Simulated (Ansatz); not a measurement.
Geometry optimisation, RKS PBE-D4/def2-SVP (Ansatz).

Input file:

```yaml
crystal:
  periodic: [false, false, false]
  atoms:
    - { symbol: Zr, position_ang: [0.0, 0.0, 0.0] }
    - { symbol: O, position_ang: [0.0, 0.0, 2.07] }
    - { symbol: H, position_ang: [-0.9095, -0.2814, 2.4071] }
    - { symbol: F, position_ang: [1.8671, 0.0, -0.6593] }
    - { symbol: Cl, position_ang: [-1.1869, 2.0563, -0.8392] }
    - { symbol: Cl, position_ang: [-1.1869, -2.0563, -0.8392] }
basis:
  gaussian: { orbitals: def2-SVP }
hamiltonian:
  xc: pbe
  dispersion: d4
relax:
  f_tol: 0.02
  max_steps: 40
```

Run as:

```bash
$ ansatz run input.yaml --threads 1 --pin off --max-ram 2048MiB --backend cpu --events-out ev --progress --plain --runs-dir out
```

Where does it end, and by what steps?

It converged. After 9 steps the energy has fallen by 0.810 eV; H3 moved furthest, 0.59 Å.

```csv
step,energy less start (eV),largest force component (eV/Å),accepted
0,0.0000,2.381,yes
1,-0.6142,1.247,yes
2,-0.7036,0.568,yes
3,-0.7283,0.273,yes
4,-0.7483,0.965,yes
5,-0.8001,0.125,yes
6,-0.8077,0.101,yes
7,-0.8095,0.047,yes
8,-0.8097,0.039,yes
9,-0.8098,0.004,yes
```

```xyz
6
Properties=species:S:1:pos:R:3
Zr -0.119 -0.032 -0.062
O -0.352 -0.098 1.821
H -0.472 -0.132 2.781
F 1.748 -0.004 -0.449
Cl -1.125 1.928 -0.909
Cl -1.095 -1.944 -1.042
```

Whether the end is a true minimum wasn't checked by a vibrational analysis.

Run time: 44 s on 1 thread of Arm Neoverse V2, on a shared host, peak memory 0.15 GiB.
